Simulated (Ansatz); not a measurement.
System: sum formula SiN2H5F2, net charge 1, singlet state. It need not be the lowest isomer of its formula. 
Geometry from a B3LYP-D3(BJ)/def2-TZVP (Ansatz, an electronic-structure program) optimisation:
```xyz
10

Si     0.1389    -0.1267     0.0198
F      0.3685    -0.4907    -1.4832
F     -0.6232    -1.2143     0.8447
N     -1.2631     1.1053    -0.1946
N      1.4285     0.5637     0.7837
H     -1.5981     1.4630     0.7038
H     -0.9782     1.9153    -0.7514
H      1.6008     0.4577     1.7735
H      2.2337     0.9194     0.2880
H     -2.0665     0.6813    -0.6686
```
Charge +1, spin multiplicity 1.

Total electronic energies in hartree. Correlated levels leave the core frozen unless marked. Spin-orbit coupling is left out. Non-relativistic. Basis-set limits of correlation are two-point, X^-3; Hartree-Fock from the larger set. The bracket is a focal-point correction in the basis named.

```tsv
level	program	energy (Eh)
BLYP/def2-TZVPD	Ansatz	-601.74167
BHLYP-D3(BJ)/def2-TZVPD	Ansatz + dftd3	-601.67871
HSE06/def2-TZVPD	Ansatz	-601.33977
CAM-B3LYP-D3(BJ)/def2-TZVPD	Ansatz + dftd3	-601.72340
SCS-MP2/cc-pwCVTZ	Ansatz	-600.80283
CCSD/cc-pV(T+d)Z	Ansatz	-600.81481
CCSD(T)/cc-pV(D+d)Z	Ansatz	-600.45996
CCSD(T)/cc-pV(T+d)Z	Ansatz	-600.84877
RI-MP2/CBS(cc-pV(T+d)Z,cc-pV(Q+d)Z)+[CCSD(T)-MP2]/cc-pV(T+d)Z	Ansatz	-601.0276
```

Totals of different functionals don't rank their quality; only differences between species are comparable.
